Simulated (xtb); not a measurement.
Job for xtb: GFN2-xTB on C2H6BN (SMILES C=CBN), a point of a torsion scan.

```
$ xtb mol.xyz --gfn 2 --opt vtight --chrg 0 --uhf 0 --input xcontrol
10

C      1.36016585     0.51626417     0.28243954
C      0.81411814    -0.58909147    -0.21898611
B     -0.67265613    -0.53457379    -0.67603724
N     -1.71086757     0.28711250     0.10238559
H      0.80566926     1.44449930     0.38107701
H      2.39622872     0.54648579     0.62119897
H      1.43542142    -1.47373872    -0.28346606
H     -1.12609957    -1.54929276    -1.12974541
H     -2.66150867    -0.10289302     0.04638613
H     -1.58229573     1.26323021    -0.17872971
$constrain
  force constant=1.0
  dihedral: 2,3,4,9,210.0
$end
```

Output:

```
[...]
           -------------------------------------------------
          |                Calculation Setup                |
           -------------------------------------------------



           -------------------------------------------------
          |                 G F N 2 - x T B                 |
           -------------------------------------------------

        Reference                      10.1021/acs.jctc.8b01176
      * Hamiltonian:
        H0-scaling (s, p, d)           1.850000    2.230000    2.230000
        zeta-weighting                 0.500000
      * Dispersion:
        s8                             2.700000
        a1                             0.520000
        a2                             5.000000
        s9                             5.000000
      * Repulsion:
        kExp                           1.500000    1.000000
        rExp                           1.000000
      * Coulomb:
        alpha                          2.000000
        third order                    shell-resolved
        anisotropic                    true
        a3                             3.000000
        a5                             4.000000
        cn-shift                       1.200000
        cn-exp                         4.000000
        max-rad                        5.000000


          ...................................................
          :                      SETUP                      :
          :.................................................:
          :  # basis functions                  22          :
          :  # atomic orbitals                  22          :
          :  # shells                           14          :
          :  # electrons                        22          :
          :  max. iterations                   250          :
          :  Hamiltonian                  GFN2-xTB          :
          :  restarted?                      false          :
          :  GBSA solvation                  false          :
          :  PC potential                    false          :
          :  electronic temp.          300.0000000     K    :
          :  accuracy                    1.0000000          :
          :  -> integral cutoff          0.2500000E+02      :
          :  -> integral neglect         0.1000000E-07      :
          :  -> SCF convergence          0.1000000E-05 Eh   :
          :  -> wf. convergence          0.1000000E-03 e    :
          :  Broyden damping             0.4000000          :
          :  net charge                          0          :
          :  unpaired electrons                  0          :
          ...................................................

 iter      E             dE          RMSdq      gap      omega  full diag
   1    -11.4715851 -0.114716E+02  0.737E+00    3.28       0.0  T
   2    -11.5542433 -0.826583E-01  0.511E+00    2.53       1.0  T
   3    -11.5473604  0.688296E-02  0.301E+00    3.66       1.0  T
   4    -11.5981768 -0.508164E-01  0.100E+00    3.25       1.0  T
   5    -11.5997097 -0.153298E-02  0.630E-01    3.24       1.0  T
   6    -11.6019775 -0.226775E-02  0.275E-01    3.24       1.0  T
   7    -11.6023691 -0.391626E-03  0.940E-02    3.22       1.0  T
   8    -11.6024254 -0.562695E-04  0.338E-02    3.22       1.0  T
   9    -11.6024291 -0.369381E-05  0.720E-03    3.22       4.4  T
  10    -11.6024293 -0.229453E-06  0.928E-04    3.22      34.1  T
  11    -11.6024293 -0.461405E-09  0.317E-04    3.22      99.7  T

   *** convergence criteria satisfied after 11 iterations ***

         #    Occupation            Energy/Eh            Energy/eV
      -------------------------------------------------------------
         1        2.0000           -0.5987973             -16.2941
       ...           ...                  ...                  ...
         5        2.0000           -0.4999005             -13.6030
         6        2.0000           -0.4766222             -12.9696
         7        2.0000           -0.4567209             -12.4280
         8        2.0000           -0.4316435             -11.7456
         9        2.0000           -0.4070238             -11.0757
        10        2.0000           -0.4038558             -10.9895
        11        2.0000           -0.3730171             -10.1503 (HOMO)
        12                         -0.2547448              -6.9320 (LUMO)
        13                         -0.1570667              -4.2740
        14                          0.0271991               0.7401
        15                          0.1373685               3.7380
        16                          0.1561663               4.2495
       ...                                ...                  ...
        22                          0.5960342              16.2189
      -------------------------------------------------------------
                  HL-Gap            0.1182723 Eh            3.2184 eV
             Fermi-level           -0.3138810 Eh           -8.5411 eV

 SCC (total)  
[...]
       0 min,  0.000 sec (  0.587%)
 integral evaluation            ...        0 min,  0.001 sec ( 17.228%)
 iterations                     ...        0 min,  0.001 sec ( 30.132%)
 molecular gradient             ...        0 min,  0.001 sec ( 43.648%)
 printout                       ...        0 min,  0.000 sec (  3.262%)

         :::::::::::::::::::::::::::::::::::::::::::::::::::::
         ::                     SUMMARY                     ::
         :::::::::::::::::::::::::::::::::::::::::::::::::::::
         :: total energy             -11.472613241588 Eh    ::
         :: gradient norm              0.000033080267 Eh/a0 ::
         :: HOMO-LUMO gap              4.278364497572 eV    ::
         ::.................................................::
         :: SCC energy               -11.661994421297 Eh    ::
         :: -> isotropic ES            0.030788208102 Eh    ::
         :: -> anisotropic ES          0.006619226502 Eh    ::
         :: -> anisotropic XC          0.007869452945 Eh    ::
         :: -> dispersion             -0.004272893872 Eh    ::
         :: repulsion energy           0.189299226927 Eh    ::
         :: add. restraining           0.000081952782 Eh    ::
         :: total charge               0.000000000000 e     ::
         :::::::::::::::::::::::::::::::::::::::::::::::::::::

           -------------------------------------------------
          |                Property Printout                |
           -------------------------------------------------

    * Orbital Energies and Occupations

         #    Occupation            Energy/Eh            Energy/eV
      -------------------------------------------------------------
         1        2.0000           -0.5955173             -16.2049
         2        2.0000           -0.5901662             -16.0592
         3        2.0000           -0.5318938             -14.4736
         4        2.0000           -0.5200690             -14.1518
         5        2.0000           -0.5073634             -13.8061
         6        2.0000           -0.4784115             -13.0182
         7        2.0000           -0.4553619             -12.3910
         8        2.0000           -0.4222219             -11.4892
         9        2.0000           -0.4132819             -11.2460
        10        2.0000           -0.3954739             -10.7614
        11        2.0000           -0.3845560             -10.4643 (HOMO)
        12                         -0.2273290              -6.1859 (LUMO)
        13                         -0.1266244              -3.4456
        14                          0.0636622               1.7323
        15                          0.1445868               3.9344
        16                          0.1720117               4.6807
        17                          0.2051882               5.5835
        18                          0.2659899               7.2380
        19                          0.3869392              10.5292
        20                          0.4706544              12.8072
        21                          0.5007480              13.6260
        22                          0.6378145              17.3558
      -------------------------------------------------------------
                  HL-Gap            0.1572270 Eh            4.2784 eV
             Fermi-level           -0.3059425 Eh           -8.3251 eV

     #   Z          covCN         q      C6AA      α(0)
     1   6 C        2.834    -0.079    29.964     8.970
     2   6 C        2.807    -0.109    30.736     9.083
     3   5 B        2.681     0.237    17.968     7.123
     4   7 N        2.561    -0.318    28.197     7.886
     5   1 H        0.926     0.021     2.725     2.581
     6   1 H        0.926     0.023     2.681     2.560
     7   1 H        0.925     0.021     2.721     2.579
     8   1 H        0.937    -0.110     5.917     3.803
     9   1 H        0.860     0.156     1.359     1.826
    10   1 H        0.860     0.157     1.353     1.822

 Mol. C6AA /au·bohr⁶  :        913.563572
 Mol. C8AA /au·bohr⁸  :      20872.273084
 Mol. α(0) /au        :         48.234912


Wiberg/Mayer (AO) data.
largest (>0.10) Wiberg bond orders for each atom

 ---------------------------------------------------------------------------
     #   Z sym  total        # sym  WBO       # sym  WBO       # sym  WBO
 ---------------------------------------------------------------------------
     1   6 C    3.993 --     2 C    1.957     6 H    0.977     5 H    0.976
     2   6 C    3.961 --     1 C    1.957     3 B    1.013     7 H    0.969
     3   5 B    3.441 --     4 N    1.404     2 C    1.013     8 H    0.959
     4   7 N    3.367 --     3 B    1.404     9 H    0.959    10 H    0.958
     5   1 H    1.000 --     1 C    0.976
     6   1 H    0.999 --     1 C    0.977
     7   1 H    1.000 --     2 C    0.969
     8   1 H    0.988 --     3 B    0.959
     9   1 H    0.976 --     4 N    0.959
    10   1 H    0.975 --     4 N    0.958
 ---------------------------------------------------------------------------

Topologies differ in total number of bonds
Writing topology from bond orders to xtbtopo.mol

molecular dipole:
                 x           y           z       tot (Debye)
 q only:       -0.434       0.347       0.080
   full:       -0.399       0.559       0.213       1.829
molecular quadrupole (traceless):
                xx          xy          yy          xz          yz          zz
 q only:        1.572      -1.495      -0.771      -0.591      -0.176      -0.801
  q+dip:        3.443      -1.871      -0.530      -1.055       1.020      -2.913
   full:        2.609      -2.125      -1.182      -1.287       0.104      -1.428

           -------------------------------------------------
          |                Geometry Summary                 |
           -------------------------------------------------

      molecular mass/u    :       54.8868476
   center of mass at/Å    :       -0.1302107      -0.0637554      -0.1820295
  moments of inertia/u·Å² :        0.2570115E+02   0.9505557E+02   0.1183784E+03
rotational constants/cm⁻¹ :        0.6559096E+00   0.1773450E+00   0.1424046E+00

 * 8 selected distances

     #   Z          #   Z                                           value/Å
     1   6 C        2   6 C                                       1.3281622
     3   5 B        4   7 N                                       1.3875964 (max)
     1   6 C        5   1 H                                       1.0799844
     1   6 C        6   1 H                                       1.0801738
     2   6 C        7   1 H                                       1.0857686
     3   5 B        8   1 H                                       1.1748230
     4   7 N        9   1 H                                       1.0053846 (min)
     4   7 N       10   1 H                                       1.0084835

 * 5 distinct bonds (by element types)

   Z      Z             #   av. dist./Å        max./Å        min./Å
   1 H    5 B           1     1.1748230     1.1748230     1.1748230
Note: The following floating-point exceptions are signalling: IEEE_UNDERFLOW_FLAG IEEE_DENORMAL
normal termination of xtb
   1 H    6 C           3     1.0819756     1.0857686     1.0799844
   6 C    6 C           1     1.3281622     1.3281622     1.3281622
   1 H    7 N           2     1.0069341     1.0084835     1.0053846
   5 B    7 N           1     1.3875964     1.3875964     1.3875964


optimized geometry written to: xtbopt.xyz


           -------------------------------------------------
          | TOTAL ENERGY              -11.472613241588 Eh   |
          | GRADIENT NORM               0.000033080267 Eh/α |
          | HOMO-LUMO GAP               4.278364497572 eV   |
           -------------------------------------------------

------------------------------------------------------------------------
------------------------------------------------------------------------
 total:
 SCF:
 ANC optimizer:
```

The run finished.

Warnings raised: the energy holds the restraint's term.

Cost: about 0.26 core-seconds (a rough figure).
